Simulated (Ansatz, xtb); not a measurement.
**Ranking isomers of C5H7BOS**

6 gas-phase structures of C5H7BOS, from a drawn sample of its isomers (lower ones may exist). Each was relaxed with GFN2-xTB; where two conformers were screened, the lower at r2SCAN-D4/def2-SVP//GFN2-xTB is listed:

A. `Bc1cscc1OC`, a singlet
B. `Bc1cc(OC)cs1`, a singlet
C. `Bc1sccc1OC`, a singlet
D. `Bc1csc(OC)c1`, a singlet
E. `Bc1ccc(OC)s1`, a singlet
F. `Bc1ccsc1OC`, a singlet

**Question.** Make a reasoned guess at their ranking by r2SCAN-D4/def2-SVP//GFN2-xTB single-point energy.

**Answer.** Calculated order at r2SCAN-D4/def2-SVP//GFN2-xTB: E (0.000), C (0.008), B (0.095), F (0.223), A (0.226), D (0.349) eV. Less than 1 kcal/mol parts E and C; F and A, so the order within those pairs means little.

Energies above the lowest of each column, in eV; the last columns are at r2SCAN-D4/def2-SVP geometries:

```tsv
structure	GFN2-xTB	HF/STO-3G	r2SCAN-D4/def2-SVP//GFN2-xTB	r2SCAN-D4/def2-SVP	CCSD(T)/def2-SVP + ΔMP2/def2-TZVPP
E	0.000	0.020	0.000	0.000	0.030
C	0.083	0.000	0.008	0.011	0.000
B	0.098	0.100	0.095	0.094	0.037
F	0.098	0.070	0.223	0.223	0.221
A	0.178	0.114	0.226	0.221	0.153
D	0.222	0.089	0.349	0.339	0.267
```

CCSD(T)/def2-SVP + ΔMP2/def2-TZVPP has B and C and E within 1 kcal/mol of each other at the bottom, and every level picks one of them. CCSD(T)/def2-SVP + ΔMP2/def2-TZVPP orders those it was run on as C (0.000), E (0.030), B (0.037), A (0.153), F (0.221), D (0.267) eV. Less than 1 kcal/mol parts C and E; E and B, so the order within those pairs means little. Flexible structures stand in one conformer each, not always the lowest. ΔMP2 is the change of the MP2 energy from the smaller to the larger basis.

Over these structures GFN2-xTB departs from r2SCAN-D4/def2-SVP//GFN2-xTB by 0.063 eV on average once a common shift is removed. A GFN2-xTB relaxation took about 0.087 s and the r2SCAN-D4/def2-SVP//GFN2-xTB energy about 4.5 s on a shared host (Ansatz 0.2.0, xtb 6.7.1).
